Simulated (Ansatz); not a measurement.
def2 core potentials replace the inner electrons of Bi. The geometry has C3v symmetry (within 0.05 Å) and had no frequency check at the DFT level, so a distortion to lower symmetry isn't ruled out.

Species: buckled Bi flake of 3 rings `[BiH]1[BiH][Bi]2[BiH][BiH][BiH][Bi]3[BiH][BiH][BiH][Bi]([BiH]1)[Bi]23` (charge 0, multiplicity 1).

Method: PBE-D3(BJ)/def2-SVP run with Ansatz (a quantum-chemistry and plane-wave program). No frequencies were computed at this level.

Ansatz 0.2 input:
```yaml
crystal:
  periodic: [false, false, false]
  atoms:
    - { symbol: Bi, position_ang: [-4.23344, -2.703709, 0.332896] }
    - { symbol: Bi, position_ang: [-4.227892, 0.009135, -0.906803] }
    - { symbol: Bi, position_ang: [-2.170548, 1.000799, 1.015246] }
    - { symbol: Bi, position_ang: [-2.224051, 3.701418, -0.255314] }
    - { symbol: Bi, position_ang: [-0.173174, 4.755418, 1.635686] }
    - { symbol: Bi, position_ang: [2.017981, 3.824505, -0.160877] }
    - { symbol: Bi, position_ang: [2.064531, 1.123252, 1.108983] }
    - { symbol: Bi, position_ang: [4.255611, 0.254164, -0.723186] }
    - { symbol: Bi, position_ang: [4.364846, -2.459491, 0.513611] }
    - { symbol: Bi, position_ang: [2.252088, -3.436911, -1.351514] }
    - { symbol: Bi, position_ang: [0.063114, -2.55167, 0.475423] }
    - { symbol: Bi, position_ang: [-1.993615, -3.561544, -1.440232] }
    - { symbol: Bi, position_ang: [0.01516, 0.135307, -0.82556] }
    - { symbol: H, position_ang: [-5.409576, -3.256527, -0.906983] }
    - { symbol: H, position_ang: [-5.519061, 0.539934, 0.218552] }
    - { symbol: H, position_ang: [-3.531115, 4.192351, 0.868703] }
    - { symbol: H, position_ang: [-0.197927, 6.330007, 0.771027] }
    - { symbol: H, position_ang: [3.243394, 4.385056, 1.02064] }
    - { symbol: H, position_ang: [5.463401, 0.854072, 0.458217] }
    - { symbol: H, position_ang: [5.622126, -2.938456, -0.676913] }
    - { symbol: H, position_ang: [2.263542, -5.037803, -0.543729] }
    - { symbol: H, position_ang: [-1.945494, -5.159607, -0.627673] }
basis:
  gaussian: { orbitals: def2-svp }
hamiltonian:
  xc: pbe
  dispersion: d3bj
relax:
  max_steps: 150
  f_tol: 0.02
scf:
  lower_state_search: light
```

Output:

```
Functional definition: PBE
4110 factors; their error is unknown
mean field evaluation 1: about -76090.9747 eV, gradient 2.4e1 eV
mean field evaluation 2: about -76086.6418 eV, gradient 4.1e1 eV
mean field evaluation 4: about -76093.6882 eV, gradient 4.8e0 eV
mean field evaluation 8: about -76093.7792 eV, gradient 1.4e-1 eV
mean field evaluation 16: about -76093.5277 eV, gradient 1.8e-3 eV
mean field -76093.52774573 eV, -2796.3855666100 hartree, gradient 3.7e-5 eV, S^2 0.000000; 0 other end points of the search recorded, 0 dependent functions left out
reference -76093.52782396 eV, -2796.3855694847 hartree; 154, 154 occupied and 229, 229 virtual orbitals, 4110 factors
relax step   1: F+E_penalty+E_count = -76095.46214075 eV  Δ(F+E_penalty+E_count) = +0.000e0 eV  max|allowed force component| = 7.041e-1 eV/Å  Δτ_max = 0.0000 Å  (33 SCF iters, accepted)
these checks for a lower state are left out or cut short: starts, cluster_reference, orbital_swaps, neighbouring_geometries, increment
4110 factors; their error is unknown
mean field -76092.82284106 eV, -2796.3596618412 hartree, gradient 1.7e-5 eV, S^2 0.000000; 0 other end points of the search recorded, 0 dependent functions left out
reference -76092.82292077 eV, -2796.3596647704 hartree; 154, 154 occupied and 229, 229 virtual orbitals, 4110 factors
relax step   2: F+E_penalty+E_count = -76094.70460909 eV  Δ(F+E_penalty+E_count) = +7.575e-1 eV  max|allowed force component| = 1.661e0 eV/Å  Δτ_max = 0.1947 Å  (40 SCF iters, rejected (line search))
these checks for a lower state are left out or cut short: starts, cluster_reference, orbital_swaps, neighbouring_geometries, increment
4110 factors; their error is unknown
mean field evaluation 32: about -76093.8030 eV, gradient 3.5e-1 eV
mean field -76093.80360524 eV, -2796.3957042599 hartree, gradient 2.6e-5 eV, S^2 0.000000; 0 other end points of the search recorded, 0 dependent functions left out
reference -76093.80368502 eV, -2796.3957071919 hartree; 154, 154 occupied and 229, 229 virtual orbitals, 4110 factors
relax step   3: F+E_penalty+E_count = -76095.69028452 eV  Δ(F+E_penalty+E_count) = -2.281e-1 eV  max|allowed force component| = 4.588e-2 eV/Å  Δτ_max = 0.0974 Å  (33 SCF iters, accepted)
these checks for a lower state are left out or cut short: starts, cluster_reference, orbital_swaps, neighbouring_geometries, increment
4110 factors; their error is unknown
mean field -76093.80245997 eV, -2796.3956621722 hartree, gradient 2.0e-5 eV, S^2 0.000000; 0 other end points of the search recorded, 0 dependent functions left out
reference -76093.80253968 eV, -2796.3956651014 hartree; 154, 154 occupied and 229, 229 virtual orbitals, 4110 factors
relax step   4: F+E_penalty+E_count = -76095.69160936 eV  Δ(F+E_penalty+E_count) = -1.325e-3 eV  max|allowed force component| = 7.247e-3 eV/Å  Δτ_max = 0.0340 Å  (34 SCF iters, accepted)
these checks for a lower state are left out or cut short: starts, cluster_reference, orbital_swaps, neighbouring_geometries, increment
4110 factors; their error is unknown
mean field -76093.80126596 eV, -2796.3956182931 hartree, gradient 1.3e-5 eV, S^2 0.000000; 0 other end points of the search recorded, 0 dependent functions left out
reference -76093.80134562 eV, -2796.3956212205 hartree; 154, 154 occupied and 229, 229 virtual orbitals, 4110 factors
relax step   5: F+E_penalty+E_count = -76095.69188277 eV  Δ(F+E_penalty+E_count) = -2.734e-4 eV  max|allowed force component| = 1.809e-2 eV/Å  Δτ_max = 0.0357 Å  (34 SCF iters, accepted)
4110 factors; their error is unknown
mean field evaluation 64: about -76093.8012 eV, gradient 2.9e-1 eV
mean field -76093.80126596 eV, -2796.3956182931 hartree, gradient 1.2e-5 eV, S^2 0.000000; 1 other end points of the search recorded, 0 dependent functions left out
reference -76093.80134562 eV, -2796.3956212205 hartree; 154, 154 occupied and 229, 229 virtual orbitals, 4110 factors
Total energy: -76095.69196243 eV, -2796.4651001066 hartree
Atom 0 at    -4.275749    -2.735976     0.354140 Å, force    -0.000613    -0.000104    -0.002706 eV/Å
Atom 1 at    -4.286181     0.028088    -0.931434 Å, force    -0.014350    -0.001309     0.004656 eV/Å
Atom 2 at    -2.181263     1.004173     1.039700 Å, force     0.005421    -0.002201    -0.004982 eV/Å
Atom 3 at    -2.267185     3.746211    -0.280292 Å, force    -0.007713     0.011395     0.006634 eV/Å
Atom 4 at    -0.174284     4.802570     1.668215 Å, force     0.000106     0.000875    -0.002071 eV/Å
Atom 5 at     2.059510     3.870294    -0.184889 Å, force     0.006636     0.011696     0.007092 eV/Å
Atom 6 at     2.072934     1.125364     1.131998 Å, force    -0.004827    -0.001976    -0.005170 eV/Å
Atom 7 at     4.313566     0.275858    -0.745973 Å, force     0.014251    -0.000779     0.005455 eV/Å
Atom 8 at     4.407279    -2.487424     0.538020 Å, force     0.000738     0.000248    -0.002810 eV/Å
Atom 9 at     2.269710    -3.487363    -1.391722 Å, force     0.007597    -0.012522     0.003222 eV/Å
Atom 10 at     0.063544    -2.567804     0.494154 Å, force     0.000085     0.006683    -0.003810 eV/Å
Atom 11 at    -2.004634    -3.611380    -1.481301 Å, force    -0.007278    -0.012984     0.002598 eV/Å
Atom 12 at     0.014679     0.144039    -0.877313 Å, force    -0.000376    -0.003184     0.018089 eV/Å
Atom 13 at    -5.499967    -3.318280    -0.875854 Å, force     0.009279     0.005325     0.003763 eV/Å
Atom 14 at    -5.609158     0.546996     0.218210 Å, force     0.004517     0.001078    -0.005247 eV/Å
Atom 15 at    -3.587819     4.263559     0.872784 Å, force     0.002556    -0.002920    -0.006274 eV/Å
Atom 16 at    -0.202186     6.427266     0.825540 Å, force     0.000298    -0.011068     0.000373 eV/Å
Atom 17 at     3.296200     4.460418     1.024942 Å, force    -0.002159    -0.003205    -0.006484 eV/Å
Atom 18 at     5.553644     0.867132     0.459783 Å, force    -0.004414     0.000877    -0.005561 eV/Å
Atom 19 at     5.713673    -2.995426    -0.639250 Å, force    -0.009674     0.004712     0.003470 eV/Å
Atom 20 at     2.301063    -5.117619    -0.565544 Å, force    -0.002485     0.004598    -0.005156 eV/Å
Atom 21 at    -1.977474    -5.240995    -0.653715 Å, force     0.002402     0.004766    -0.005082 eV/Å
Dipole moment:     0.001574     0.015369    -0.093611 e Å
```

Cost: around 7 core-minutes (rough).
